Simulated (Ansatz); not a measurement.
Task: Name a neutral molecule of C, Cl, N, S, Si and H with HOMO energy (PBE0/def2-TZVPP) between -7.35 and -7.05 eV and zero-point energy (PBE0-D4/def2-TZVP) between 187 and 203 kJ/mol (Ansatz, PBE0-D4/def2-TZVP geometry).

Result: `NC(S)[SiH2]Cl` (-7.07 eV, 191.3 kJ/mol); `CS[SiH](N)Cl` (-7.14 eV, 200.5 kJ/mol). Other molecules can fit too; these were computed, each in one conformer that needn't be the lowest.
